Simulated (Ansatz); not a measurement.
Reaction (cleavage of the Si–Ga bond): `C[SiH2][GaH2]` + `CN[SiH3]` → `C[SiH2]N(C)[SiH3]` + `[GaH3]`

Program: Ansatz. Geometries: PBE0-D4/def2-TZVP. ΔE: electronic, gas phase. CCSD(T)/CBS adds triple-zeta CCSD(T) − MP2 to the extrapolated MP2 energy (def2 sets, frozen cores). For Ga outer-core shells are correlated without core-valence functions, which leaves a few kJ/mol of doubt a bond. Scalar relativity is left out up to krypton. Each species was taken in one conformer, which may not be the lowest.

`C[SiH2][GaH2]`:

```xyz
10

C    -0.641   -1.006    1.098
Si   -0.090   -0.458   -0.614
Ga    0.892    1.746   -0.690
H    -1.076   -2.007    1.067
H    -1.390   -0.321    1.502
H     0.204   -1.022    1.790
H    -1.256   -0.488   -1.548
H     0.901   -1.436   -1.157
H     1.051    2.638    0.601
H     1.404    2.355   -2.050
```

`CN[SiH3]`:

Z-matrix (Å, degrees):
```
C
N 1 1.447
H 1 1.093 2 109.5
H 1 1.094 2 110.9 3 -117.8
H 1 1.098 2 113.8 3 120.2
Si 2 1.716 1 123.0 3 -36.9
H 2 1.007 1 113.6 3 170.5
H 6 1.486 2 107.4 1 175.3
H 6 1.488 2 108.6 1 55.3
H 6 1.496 2 115.3 1 -64.3
```

`C[SiH2]N(C)[SiH3]`:

```xyz
16

C    -2.274   -0.276   -0.612
Si   -0.852   -0.812    0.472
N     0.597    0.074    0.140
C     1.229   -0.132   -1.161
Si    1.463    1.043    1.272
H    -3.162   -0.875   -0.391
H    -2.045   -0.405   -1.672
H    -2.519    0.775   -0.442
H    -0.618   -2.270    0.245
H    -1.180   -0.595    1.905
H     0.495   -0.435   -1.913
H     2.004   -0.907   -1.126
H     1.692    0.791   -1.524
H     2.752    0.417    1.687
H     1.804    2.354    0.648
H     0.615    1.253    2.471
```

`[GaH3]`:

Z-matrix (Å, degrees):
```
Ga
H 1 1.568
H 1 1.568 2 120.0
H 1 1.568 2 120.0 3 -179.9
```

```tsv
species	CCSD(T)/CBS(def2) energy (Eh)
`C[SiH2][GaH2]`	-2255.26778
`CN[SiH3]`	-386.04948
`C[SiH2]N(C)[SiH3]`	-715.62877
`[GaH3]`	-1925.70545
```

Task: Work out ΔE.

Result: ΔE = (-715.62877) + (-1925.70545) − (-2255.26778) − (-386.04948) = -0.01696 Eh = -44.5 kJ/mol.

Task: What do rigid-rotor, harmonic-oscillator terms from PBE0-D4/def2-TZVP frequencies (298.15 K, 1 bar) make of the CCSD(T)/CBS value? (Best estimate.)

Result: The calculation gave: ΔZPE = -9.1 kJ/mol, ΔH = -53.5 kJ/mol, ΔS = -29 J/(mol·K), ΔG = -44.9 kJ/mol. Modes under 50 cm⁻¹ make the entropy rough.

Largest T1 diagnostic among the species: 0.013.

The D4 term adds −10.5 kJ/mol with B3LYP and −6.0 kJ/mol with PBE0; it sums over pairs of atoms, weighted by their polarisabilities, and B3LYP, whose exchange is more repulsive, gets the larger term. From PBE to PBE0 (25 % exact exchange), in def2-TZVPP and without D4, ΔE moves by −6.5 kJ/mol.

B3LYP here is the variant with VWN-RPA as its local correlation; programs differ in this.
